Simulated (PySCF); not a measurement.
**Spinor energies of Hf²⁺ (hafnium, charge +2)**

Start: [Xe] 4f14 5d1 6p1; 5d5/2 filled at m_j = +5/2; 6p3/2 filled at m_j = +3/2. Calculated with PySCF 2.14 in x2c-TZVPall-2c (11s11p10d2f, 108 functions): generalised Hartree-Fock with the X2C-1e Hamiltonian and a Gaussian nucleus; spin-orbit coupling (SO) screened by Boettger's factors. This is a chosen level, not necessarily the ground level.

| spinor shell | electrons | ε, screened SO (eV) | weight of nominal j (screened SO) | rms radius, screened SO (bohr) |
| --- | --- | --- | --- | --- |
| 1s1/2 | 2 | -65693.3 | 1.000 | 0.0215 |
| 2s1/2 | 2 | -11386.1 | 1.000 | 0.0869 |
| 2p1/2 | 2 | -10855.4 | 1.000 | 0.0740 |
| 2p3/2 | 4 | -9658.1 | 1.000 | 0.0812 |
| 3s1/2 | 2 | -2668.6 | 1.000 | 0.222 |
| 3p1/2 | 2 | -2433.5 | 1.000 | 0.214 |
| 3p3/2 | 4 | -2172.3 | 1.000 | 0.228 |
| 3d3/2 | 4 | -1778.8 | 1.000 | 0.202 |
| 3d5/2 | 6 | -1722.3 | 1.000 | 0.206 |
| 4s1/2 | 2 | -583.67 | 1.000 | 0.498 |
| 4p1/2 | 2 | -485.98 | 1.000 | 0.508 |
| 4p3/2 | 4 | -425.71 | 1.000 | 0.541 |
| 4d3/2 | 4 | -264.54 | 1.000 | 0.571 |
| 4d5/2 | 6 | -253.27 | 1.000 | 0.583 |
| 5s1/2 | 2 | -99.736 | 1.000 | 1.22 |
| 5p1/2 | 2 | -68.514 | 0.995 | 1.35 |
| 5p3/2 | 4 | -60.644 | 0.997 | 1.45 |
| 4f5/2 | 6 | -51.642 | 0.994 | 0.739 |
| 4f7/2 | 8 | -49.982 | 0.995 | 0.746 |
| 5d5/2 | 1 | -24.845 | 1.000 | 2.27 |
| 6p3/2 | 1 | -15.773 | 1.000 | 4.02 |

```json
{"quantity": "E (hartree)", "screened SO": "-15081.84412"}
{"quantity": "M_J", "screened SO": "4"}
{"quantity": "⟨J²⟩", "screened SO": "20.004"}
{"quantity": "⟨L²⟩", "screened SO": "12.110"}
{"quantity": "⟨S²⟩", "screened SO": "2.110"}
```

Each row is a mean over spinors that exchange with the open shell spreads, by up to 3.480 eV (5p3/2).

Breit and QED terms are absent; they matter most for the inner s and p1/2 levels.

Densities and radii are taken from the X2C orbitals without a picture-change correction, which distorts them close to the nucleus.
